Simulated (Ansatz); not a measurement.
Cost and result for the atomization energy of `COB(O)O[SiH3]` (13 atoms, 12 bonds).

Z-matrix (Å, degrees):
```
C
O 1 1.406
H 1 1.096 2 111.6
H 1 1.096 2 111.6 3 122.5
H 1 1.090 2 108.1 3 -118.8
B 2 1.371 1 121.7 3 -61.8
O 6 1.359 2 117.9 1 179.8
O 6 1.364 2 124.3 1 -0.2
Si 7 1.648 6 130.2 2 -0.2
H 8 0.958 6 114.5 2 0.2
H 9 1.485 7 110.8 6 -60.9
H 9 1.482 7 106.6 6 179.9
H 9 1.485 7 110.9 6 60.8
```

Charge 0, multiplicity 1. All single points use the PBE0-D4/def2-TZVP geometry. It is one conformer, not always the lowest. Program: Ansatz. All runs use 2 threads of an AMD EPYC 7R13 on a shared host and a share of an NVIDIA H100 80 GB. Times are those of one run each, without the atoms' runs, and a repeat can differ threefold. Electronic energies, without spin–orbit coupling; frozen cores. CCSD(T)/CBS adds CCSD(T) − MP2 in def2-TZVPP to the MP2 limit, and its time is that of the two runs behind it. T1 = 0.012. B3LYP takes the VWN-RPA correlation (the form of Gaussian; ORCA's B3LYP/G).

CCSD(T)/CBS is a level of theory with its own doubt, some kJ/mol a heavy atom from the limit and from the frozen cores, so smaller differences don't rank the functionals.

| level | functions | wall time | atomization (kcal/mol) | difference from CCSD(T)/CBS | per bond |
| --- | --- | --- | --- | --- | --- |
| PBE0-D4/def2-TZVPP | 295 | 2.2 s | 1235.8 | -9.0 | -0.8 |
| PBE-D4/def2-TZVPP (with forces) | 295 | 2.5 s | 1258.4 | 13.6 | 1.1 |
| B3LYP-D4/def2-TZVPP (with forces) | 295 | 2.6 s | 1241.7 | -3.1 | -0.3 |
| B2PLYP/def2-TZVPP | 295 | 2.9 s | 1231.9 | -12.9 | -1.1 |
| ωB97X-V/def2-TZVPP | 295 | 3 s | 1245.3 | 0.5 | 0.0 |
| MP2/def2-QZVPP | 565 | 3.4 s | 1258.6 | 13.8 | 1.1 |
| r2SCAN-D4/def2-TZVPP (with forces) | 295 | 3.6 s | 1247.1 | 2.3 | 0.2 |
| ωB97M-V/def2-TZVPP (with forces) | 295 | 3.8 s | 1247.7 | 2.9 | 0.2 |
| CCSD(T)/def2-TZVPP | 295 | 4.7 s | 1212.9 | -31.9 | -2.7 |
| CCSD(T)/CBS(def2) | – | 8.1 s | 1244.8 | 0.0 | 0.0 |

From PBE to PBE0 (25 % exact exchange), in def2-TZVPP and without D4, the atomization energy moves by −21.8 kcal/mol: exact exchange takes away binding that semilocal exchange gives to molecules. The D4 term adds +9.4 kcal/mol with B3LYP and +5.0 kcal/mol with PBE0; it sums over pairs of atoms, weighted by their polarisabilities, and B3LYP, whose exchange is more repulsive, gets the larger term. In def2-TZVPP, CCSD(T) changes the Hartree–Fock value by +292.2 kcal/mol (the triples alone add +16.5 kcal/mol) and MP2 by +318.7 kcal/mol; breaking electron pairs costs correlation energy, which Hartree–Fock lacks.
